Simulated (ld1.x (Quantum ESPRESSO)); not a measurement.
**Transferability test, ultrasoft potential for oxygen**

| Item | Value |
| --- | --- |
| Element | O |
| Generator | ld1.x (Quantum ESPRESSO) 7.5 |
| Type | ultrasoft |
| Functional | LDA (PZ) |
| Relativity | non-relativistic |
| Frozen core | [He] |
| Valence charge | 6 |
| Reference configuration | 2s1.75 2p4.25 |
| Partial waves | 2s (bound): rcut 0.65, rcutus 0.85 bohr; 2s channel at 0.9 Ry: rcut 0.65, rcutus 0.85 bohr; 2p (bound): rcut 2.25, rcutus 2.40 bohr; 2p channel at 1.4 Ry: rcut 2.25, rcutus 2.40 bohr; 3d channel at 0.05 Ry: rcut 2.05, rcutus 2.35 bohr; 3d channel at 0.95 Ry: rcut 2.05, rcutus 2.35 bohr |
| Local potential | all-electron potential smoothed inside 1.65 bohr (lloc = -1) |
| Core correction | none |
| Augmentation charge | PSQ, inside the norm-conserving radii |

Energies are relative to the spin-unpolarised reference configuration 2s1.75 2p4.25; without spin polarisation the order of configurations can differ from experiment. Spin-polarised rows fill each open shell by Hund’s rule, majority spin first.

(1) Give the all-electron excitation energy and the error of the potential for: 2s2 2p4; 2s2 2p3; 2s2 2p2; 2s2 2p0; 2s2 2p1; 2s1 2p5; 2s0 2p6; 2s1.75 2p4.25 (spin-polarised); 2s2 2p4 (spin-polarised).

## Answers

(1)

```tsv
valence configuration	charge	ΔE all-electron (eV)	error AE − PS (meV)
2s2 2p4	0	-3.627	+1.0
2s2 2p3	+1	12.964	-135
2s2 2p2	+2	46.680	-504
2s2 2p0	+4	177.600	+1117
2s2 2p1	+3	100.647	-499
2s1 2p5	0	10.904	+9.2
2s0 2p6	0	25.494	+51
2s1.75 2p4.25 (spin-polarised)	0	-1.436	+95
2s2 2p4 (spin-polarised)	0	-5.036	+95
```
